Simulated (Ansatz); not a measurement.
AlB6. The state is a doublet with charge 0. Geometry r2SCAN-D4/def2-SVP; atoms count from 1.

```xyz
7

Al    1.205   -2.850   -1.569
B     0.745    1.217    1.010
B    -0.950    1.039    0.431
B    -0.018   -1.302   -0.866
B    -1.114   -0.265   -0.477
B     0.514   -0.070    0.096
B    -0.382    2.230    1.374
```

The charge 0 doublet is spin-contaminated (final ⟨S²⟩ up to 1.45, 0.75 for a pure state). Another isomer (doublet) lies 0.46 eV lower at PBE0-D4/def2-TZVP; other spin states weren't run for this one.

Estimate the Mulliken populations from the PBE0/def2-TZVP orbitals of Ansatz.


```csv
atom,charge (e),spin (α − β)
Al1,0.28,0.40
B2,-0.08,0.27
B3,-0.05,0.13
B4,-0.04,0.70
B5,-0.09,-0.03
B6,-0.02,-0.07
B7,0.01,-0.39
```
Mulliken values depend strongly on the basis.

Where does the spin sit?

Summed by element: Al 0.40, B 0.60, of 1 unpaired in all. Largest on single atoms: B4 0.70, Al1 0.40, B7 -0.39.

And the Mayer bond orders between heavy atoms (over 0.3)?

Al1–B4 0.58 (2.09 Å); B2–B3 0.61 (1.80 Å); B2–B6 1.14 (1.60 Å); B2–B7 1.44 (1.56 Å); B3–B5 1.11 (1.60 Å); B3–B6 0.54 (1.87 Å); B3–B7 1.14 (1.62 Å); B4–B5 1.41 (1.56 Å); B4–B6 0.90 (1.65 Å); B5–B6 0.63 (1.74 Å).
